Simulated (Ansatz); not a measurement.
Molecule: FeF2, charge 0, multiplicity 5. The spin state was set by rule; other spins were not relaxed. SMILES: [F][Fe][F]
Geometry from a B3LYP-D3(BJ)/def2-TZVP (Ansatz, a first-principles code) optimisation:
```xyz
3

Fe     0.0000     0.0000     0.0000
F      0.0000     0.0000     1.7587
F      0.0000     0.0000    -1.7587
```
Charge 0, spin multiplicity 5.

Property: atomisation energy (electronic, to ground-state atoms), in kcal/mol. Valence correlation only, unless marked. UHF or UKS for open shells. No spin-orbit coupling. The frozen core is the preceding noble-gas configuration, with the filled d and f shells of earlier blocks. No relativistic terms. The coupled-cluster limit lacks core correlation, which all-electron functionals hold. CBS marks a two-point X^-3 extrapolation of the correlation energy; Hartree-Fock from the larger set. The bracket is a focal-point correction in the basis named.

| level | program | atomisation energy (kcal/mol) | minus last row |
|---|---|---|---|
| HF/def2-SVP | Ansatz | 158.6 | -86.0 |
| revPBE-D4/def2-TZVPD | Ansatz + dftd4 | 245.1 | 0.5 |
| BHLYP-D3(BJ)/def2-TZVPD | Ansatz + dftd3 | 222.2 | -22.4 |
| LC-wPBE-D3(BJ)/def2-TZVPD | Ansatz + dftd3 | 255.4 | 10.8 |
| CCSD(T)/6-31G* | Ansatz | 225.5 | -19.1 |
| CCSD(T)/def2-SVP | Ansatz | 216.0 | -28.6 |
| RI-MP2/CBS(def2-TZVPPD,def2-QZVPPD)+[CCSD(T)-MP2]/def2-TZVPPD | Ansatz | 244.6 | 0.0 |
